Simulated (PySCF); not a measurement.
## Electron correlation in Cr (chromium, neutral)

[Ar] 3d4 4s2, high-spin 5D determinant (an excited configuration). All numbers are calculated (PySCF 2.14, the non-relativistic Hamiltonian (point nucleus), in def2-QZVPPD (11s6p5d3f2g, 93 functions)). Frozen: [Ar]; 6 electrons correlated.

```
  level  correlation energy (mhartree)
   CCSD                        -106.21
    (T)                          -3.68
CCSD(T)                        -109.89
```

Diagnostics: T1 = 0.026, D1 = 0.0769, largest double amplitude 0.077.

Q: Is a single reference adequate?

A: Mostly. T1 lies below 0.03, but a double amplitude of this size points to a near-degeneracy that CCSD handles and MP2 describes poorly.
